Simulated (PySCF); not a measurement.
**Basis-set dependence of excited states**

Compound: CH9OPSi2.
SMILES: `C[Si@H](P)O[SiH3]`

TDDFT with PBE0 (PySCF), vertical singlets, core orbitals frozen in the response, spherical d and f functions. One conformer (not necessarily the lowest) at the PBE0-D3(BJ)/def2-SVP geometry, without solvent, vibrations or thermal averaging.

Problem. Compare 6-31G*, 6-31+G*, def2-SVP, def2-SVPD, aug-cc-pVDZ, def2-TZVP and def2-TZVPD for this molecule.

Solution. 

```csv
basis,functions,diffuse,S1 (eV),S2 (eV),S3 (eV),S4 (eV),S5 (eV),LUMO (eV),α (au)
6-31G*,100,no,6.25,7.07,7.15,7.39,7.61,0.22,78.0
6-31+G*,120,yes,6.02,6.31,6.75,6.82,6.91,-0.29,88.2
def2-SVP,127,no,6.33,7.00,7.27,7.42,7.69,0.27,82.0
def2-SVPD,187,yes,6.07,6.43,6.85,6.98,7.17,-0.16,96.4
aug-cc-pVDZ,208,yes,5.96,6.15,6.56,6.69,6.81,-0.37,98.8
def2-TZVP,227,no,6.01,6.55,6.93,6.98,7.32,-0.14,92.2
def2-TZVPD,287,yes,5.93,6.23,6.64,6.86,6.90,-0.32,97.9
```

States are compared by their number. Against the largest diffuse basis here (def2-TZVPD, itself not a converged limit), sets without diffuse functions differ by up to 0.40 eV in S1 and 0.79 eV in S5; the smaller diffuse sets differ by up to 0.14 and 0.27 eV. State by state, the largest deviation of a set without diffuse functions is S1 0.40, S2 0.84, S3 0.63, S4 0.56, S5 0.79 eV. The same number needn't mean the same state in each row. Against def2-TZVPD the polarisability deviates by -20% in 6-31G*, -10% in 6-31+G*, -16% in def2-SVP, -1% in def2-SVPD, +1% in aug-cc-pVDZ, -6% in def2-TZVP. A single + in a Pople set puts diffuse functions on heavy atoms only.
